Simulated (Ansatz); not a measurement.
1-butyl-3-methylimidazolium bromide, `CCCCn1cc[n+](C)c1.[Br-]`. Total charge 0; triplet. Geometry PBE-D4/def2-SVP, that of the neutral singlet.

Cartesian coordinates in Å:
```
C 0.817 0.688 -3.519
C 1.154 0.218 -2.103
C 0.330 -0.996 -1.661
C 0.644 -1.514 -0.260
N 0.414 -0.522 0.791
C 1.044 -0.521 2.033
C 0.323 0.296 2.861
N -0.745 0.796 2.122
C -1.916 1.469 2.652
C -0.755 0.176 0.904
H 1.001 -0.113 -4.265
H 1.424 1.567 -3.815
H -0.252 0.975 -3.604
H 2.237 -0.033 -2.036
H 1.000 1.053 -1.385
H -0.761 -0.785 -1.729
H 0.499 -1.841 -2.362
H -0.021 -2.376 -0.024
H 1.704 -1.829 -0.181
H 1.961 -1.091 2.213
H 0.490 0.583 3.903
H -2.206 2.316 1.998
H -1.690 1.857 3.662
H -2.750 0.732 2.689
H -1.336 0.539 0.053
Br -2.610 -1.643 1.066
```

At PBE0-D4/def2-TZVP a singlet of charge 0 lies 3.42 eV below the triplet at the same geometry.

Estimate the α-spin orbital energies around the gap (eV) in Ansatz with PBE-D4/def2-TZVP, PBE0-D4/def2-TZVP.


```tsv
orbital	PBE-D4/def2-TZVP	PBE0-D4/def2-TZVP
HOMO−5	-7.27	-8.68
HOMO−4	-7.11	-8.52
HOMO−3	-5.81	-7.15
HOMO−2	-5.77	-7.12
HOMO−1	-5.59	-6.86
HOMO	-1.36	-2.39
LUMO	-0.97	0.06
LUMO+1	0.22	1.04
LUMO+2	0.56	1.38
LUMO+3	0.57	1.41
LUMO+4	1.07	1.93
LUMO+5	1.19	2.04
β HOMO	-5.55	-6.84
β LUMO	-4.75	-4.03
```
